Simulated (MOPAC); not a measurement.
MOPAC input (AM1):

```
AM1 1SCF GEO-OK AUX(PRECISION=9) THREADS=1
BClO

B    -0.00000000 1   -0.00000000 1   -0.63426100 1
O    -0.00000000 1   -0.00000000 1   -1.83903300 1
Cl    0.00000000 1    0.00000000 1    1.05197400 1
```

From the output:

```
                                                       MOPAC v23.2.5 Linux

          FINAL HEAT OF FORMATION =        -96.48934 KCAL/MOL =    -403.71140 KJ/MOL

          COSMO AREA              =         81.36 SQUARE ANGSTROMS
          COSMO VOLUME            =         63.79 CUBIC ANGSTROMS

          IONIZATION POTENTIAL    =         12.912613 EV
          HOMO LUMO ENERGIES (EV) =        -12.913 -0.333
          NO. OF FILLED LEVELS    =          8
          MOLECULAR WEIGHT        =         62.2624         POINT GROUP:  C*v

          MOLECULAR DIMENSIONS (Angstroms)

            Atom       Atom       Distance
           Cl     3    O     2     2.89101
           Cl     3    O     2     0.00000
            B     1    O     2     0.00000

          SCF CALCULATIONS        =          1

   ATOM   CHEMICAL          X               Y               Z
  NUMBER   SYMBOL      (ANGSTROMS)     (ANGSTROMS)     (ANGSTROMS)

     1       B         -0.00000000  *  -0.00000000  *  -0.63426100  *
     2       O         -0.00000000  *  -0.00000000  *  -1.83903300  *
     3      Cl          0.00000000  *   0.00000000  *   1.05197400  *

                             CARTESIAN COORDINATES

   1    B       -0.000000000    -0.000000000    -0.634261000
   2    O       -0.000000000    -0.000000000    -1.839033000
   3   Cl        0.000000000     0.000000000     1.051974000

           Empirical Formula: O B Cl  =     3 atoms

      MOLECULAR POINT GROUP   :   C*v

                  EIGENVALUES
 -38.79038 -37.61716 -21.11509 -16.18552 -15.17558 -15.17558 -12.91261 -12.91261
  -0.33339   2.41924   2.41924   7.02194

              NET ATOMIC CHARGES AND DIPOLE CONTRIBUTIONS

  ATOM NO.   TYPE          CHARGE      No. of ELECS.   s-Pop       p-Pop
    1          B           0.146387        2.8536     1.17886     1.67475
    2          O          -0.216193        6.2162     1.89326     4.32293
    3         Cl           0.069806        6.9302     1.97859     4.95160
 DIPOLE           X         Y         Z       TOTAL
 POINT-CHG.     0.000     0.000     1.816     1.816
 HYBRID         0.000     0.000     0.230     0.230
 SUM            0.000     0.000     2.046     2.046

          ATOMIC ORBITAL ELECTRON POPULATIONS

     Atom    s        px        py        pz
    1  B   1.17886   0.47598   0.47598   0.72278
    2  O   1.89326   1.57978   1.57978   1.16336
    3 Cl   1.97859   1.94423   1.94423   1.06314

 **********************
 *                    *
 * JOB ENDED NORMALLY *
 *                    *
 **********************

 == MOPAC DONE ==
```

The geometry given is a B3LYP-D3(BJ)/def2-TZVP minimum.
